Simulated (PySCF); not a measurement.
A GIAO shielding run with PySCF (density fitting, non-relativistic, gas phase) on SMILES [SiH3]C#C[SiH2]B(F)F, C$_{2}$H$_{5}$BF$_{2}$Si$_{2}$:

```
$ OMP_NUM_THREADS=1 python probes_run.py task.json out

{"job": {"kind": "nmr", "xc": "PBE0", "basis": "IGLO-III", "pop": true}, "charge": 0, "multiplicity": 1}
F     -3.794203    -0.690952     0.986686
B     -2.890273    -0.345696     0.092688
F     -3.111765     0.768641    -0.572192
Si    -1.241569    -1.478447    -0.274529
C      0.241194    -0.399950    -0.191620
C      1.223857     0.328060    -0.130080
Si     2.716049     1.394726    -0.043722
H     -1.117330    -2.579274     0.723951
H     -1.335777    -2.067070    -1.645300
H      3.458937     1.097226     1.214724
H      3.589441     1.110130    -1.218545
H      2.306303     2.828356    -0.058175
```

Hardware: 1 thread of an Arm Neoverse V1, shared host. The job also computes population analyses, field gradients.

(1) How large is the calculation?

(2) How long does it take, and how much memory does it need?

(3) And these other runs on the same molecule and hardware: GIAO shielding at B97-2/pcSseg-1; GIAO shielding at B97-D/pcSseg-1; GIAO shielding at BP86/pcSseg-1; GIAO shielding at CAM-B3LYP/pcSseg-1; GIAO shielding at KT3/pcSseg-1; GIAO shielding at OPBE/pcSseg-1?

## Answers

(1) 68 electrons, 313 basis functions and 845 auxiliary functions.

(2) 60 s of wall time, with 14 SCF cycles and 5 response iterations; peak memory 1.2 GiB. Times on a shared host scatter by some tens of per cent.

(3) B97-2/pcSseg-1: 158 functions, 15 s; B97-D/pcSseg-1: 158 functions, 21 s; BP86/pcSseg-1: 158 functions, 21 s; CAM-B3LYP/pcSseg-1: 158 functions, 22 s; KT3/pcSseg-1: 158 functions, 22 s; OPBE/pcSseg-1: 158 functions, 22 s.
